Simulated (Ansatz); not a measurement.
Si(OMe)2Me2 (C4H12O2Si), relaxed as a singlet with RKS B3LYP-D4/def2-SVP in Ansatz, starting from the GFN2-xTB geometry. Force threshold 0.02 eV/Å.

Start:

Cartesian coordinates in Å:
```
C 0.9751 -2.0941 1.3875
C 1.2003 1.0942 -1.8641
C -0.3001 1.3213 1.3251
C -2.0107 -0.2158 -0.8150
O -0.1477 -1.5737 0.7330
O 0.9282 0.0446 -0.9819
Si -0.3308 -0.1088 0.0579
H 1.8719 -1.9674 0.7790
H 0.7973 -3.1568 1.5578
H 1.1241 -1.5949 2.3481
H 0.3820 1.2259 -2.5756
H 2.1125 0.8453 -2.4078
H 1.3479 2.0315 -1.3223
H -0.5744 2.2701 0.8726
H 0.6903 1.4431 1.7582
H -0.9929 1.1427 2.1417
H -2.8105 -0.4378 -0.1183
H -2.0099 -0.9929 -1.5726
H -2.2524 0.7233 -1.3033
```

Task: Estimate the energy that the relaxation releases and the steps that it takes.

Result: 3.1 kcal/mol, in 6 steps; 18 s on 4 threads of Arm Neoverse V2 on a shared host. No frequencies were taken in this run, so the end may be a saddle point.

Task: Does the start keep its bonding?

Result: By distances, no bond broke or formed. The bond that changes most is O5–Si7, from 1.62 to 1.66 Å (atoms count from 1).

Task: Predict the relaxed structure.

Result: 
| atom | x (Å) | y (Å) | z (Å) |
| --- | --- | --- | --- |
| C1 | 0.9921 | -2.0670 | 1.4130 |
| C2 | 1.1802 | 1.1032 | -1.8552 |
| C3 | -0.2922 | 1.2536 | 1.3081 |
| C4 | -2.0266 | -0.1910 | -0.8317 |
| O5 | -0.1819 | -1.6181 | 0.7771 |
| O6 | 0.8883 | 0.0081 | -1.0285 |
| Si7 | -0.3829 | -0.1378 | 0.0506 |
| H8 | 1.8750 | -1.9695 | 0.7564 |
| H9 | 0.8693 | -3.1302 | 1.6745 |
| H10 | 1.1952 | -1.5094 | 2.3475 |
| H11 | 0.3823 | 1.2893 | -2.6001 |
| H12 | 2.1117 | 0.8990 | -2.4080 |
| H13 | 1.3288 | 2.0383 | -1.2807 |
| H14 | -0.4398 | 2.2389 | 0.8352 |
| H15 | 0.6881 | 1.2706 | 1.8121 |
| H16 | -1.0697 | 1.1356 | 2.0804 |
| H17 | -2.8500 | -0.3633 | -0.1199 |
| H18 | -2.0388 | -1.0063 | -1.5722 |
| H19 | -2.2292 | 0.7561 | -1.3585 |
Bond lengths: 2 × C–O 1.40 to 1.41 Å; 2 × O–Si 1.66 to 1.67 Å; 2 × C–Si 1.87 to 1.88 Å; 12 × C–H 1.10 to 1.11 Å.
